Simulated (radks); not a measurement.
Results of a calculation; reference values are marked as such.
Valence configurations of the sulfur ion S+ (all share [Ne]). Level of theory: scalar-relativistic Kohn-Sham, BLYP, spin-unpolarised, spherical densities, finite nucleus; Fermi nuclear charge, rms radius 3.2611 fm (a radial shooting solver on a logarithmic mesh with Libxc functionals). Energies are relative to 3s2 3p3; eigenvalues in eV.

valence      E (eV)    e(3p)    e(3s)
3s2 3p3       0.000  -16.644  -27.468
3s1.5 3p3.5   5.425  -16.931  -27.806
3s1 3p4      10.875  -17.210  -28.133
3s0.5 3p4.5  16.348  -17.481  -28.451
3p5          21.844  -17.746        -

NIST lists [Ne] 3s2 3p3 as the ground configuration; this level of theory agrees among the configurations tried. The energies are those of spherical spin-averaged densities, not of single terms.
